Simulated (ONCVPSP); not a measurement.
Before and after: ONCV potential for Lu

lutetium (Lu), optimised norm-conserving Vanderbilt (ONCV), made with ONCVPSP 4.0.1 (PBE, fully relativistic). Core [Kr] 4d10, reference 4f13 5s2 5p6 5d2 6s2. Waves: 5s+6s: rc 2.10 bohr, ncon 4, nbas 8, qcut 6.5 1/bohr, 2 projectors; 5p: rc 2.20 bohr, ncon 3, nbas 6, qcut 7.1 1/bohr, 2 projectors, debl 2.3 Ha; 5d: rc 2.00 bohr, ncon 4, nbas 7, qcut 5.1 1/bohr, 2 projectors, debl 3.7 Ha; 4f: rc 0.90 bohr, ncon 4, nbas 8, qcut 15.4 1/bohr, 2 projectors, debl 3.1 Ha. Local part: polynomial inside 0.75 bohr (lpopt 3, dvloc0 1 Ha). Core correction: Teter function, fcfact 3.25, rcfact 1.45.

Open shells are filled in proportion to 2j + 1.

All-electron outer shells of the reference configuration (PBE, scalar-relativistic, ld1.x):

| shell | level (eV) | outermost node (bohr) | outermost maximum (bohr) |
| --- | --- | --- | --- |
| 4d | -200.03 | 0.23 | 0.48 |
| 5s | -65.17 | 0.56 | 1.04 |
| 5p | -34.86 | 0.61 | 1.18 |
| 4f | -16.78 | – | 0.47 |
| 6s | -5.01 | 1.39 | 2.93 |
| 5d | -2.80 | 0.68 | 1.71 |

Change: d: rc 2.46.

Cutoffs: the cutoffs (Ha) at which the residual kinetic energy of the hardest occupied pseudo-wave falls to 1 and 0.1 mHa per electron; they do not see the model core or the augmentation charge, which bear on the density cutoff. Errors are all-electron minus pseudo energies relative to the spin-unpolarised reference configuration.

**Question.** Predict the effect on cutoff, ghosts and configuration errors.

**Answer.** The potential gets neither clearly harder nor softer (290 Ha and 355 Ha → 290 Ha and 355 Ha); the bound ghosts move from s to d, s; of the 4 tests that both files solve, the error grows in 1 and shrinks in 3 by more than 15 % and 0.3 meV (median size 43.0 → 36.7 meV).

| quantity | base | changed |
| --- | --- | --- |
| cutoff, loose | 290 Ha | 290 Ha |
| cutoff, tight | 355 Ha | 355 Ha |
| loose cutoff by channel | s 13 Ha, p 11 Ha, d 11 Ha, f 290 Ha | s 13 Ha, p 11 Ha, d 10 Ha, f 290 Ha |
| bound ghosts | s | s, d3/2 |
| GHOST(+) flags under 300 eV | p3/2 at 45.9 eV, p1/2 at 80.4 eV | p3/2 at 45.9 eV, p1/2 at 80.4 eV |
| error for 4f14 5s2 5p6 5d1 6s2, meV [ΔE -10.81 eV] | -5.4 | -30 |
| error for 4f14 5s2 5p6 5d1 6s1, meV [ΔE -3.44 eV] | +28 | +6.2 |
| error for 4f14 5s2 5p6 5d1 6s0, meV [ΔE 9.84 eV] | +70 | +51 |
| error for 4f14 5s2 5p6 5d2 6s1, meV [ΔE -7.81 eV] | +58 | +44 |
| s: phases at 2.14 bohr within 0.05 rad from the reference energy up to (Ha; the scan ends near 5) | to the end of the scan | to the end of the scan |
| p3/2: phases at 2.23 bohr within 0.05 rad from the reference energy up to (Ha; the scan ends near 5) | 1.7 | 1.7 |
| p1/2: phases at 2.23 bohr within 0.05 rad from the reference energy up to (Ha; the scan ends near 5) | 2.8 | 2.8 |
| f7/2: phases at 0.91 bohr within 0.05 rad from the reference energy up to (Ha; the scan ends near 5) | to the end of the scan | to the end of the scan |
| f5/2: phases at 0.91 bohr within 0.05 rad from the reference energy up to (Ha; the scan ends near 5) | to the end of the scan | to the end of the scan |
| rms error of d²Exc/dni dnj with the model core, mHa | 3.49 | 3.49 |

 A true bound ghost makes a file unfit for plane-wave use even where its test errors are small: the radial tests pick states by their node count and pass the ghost by.
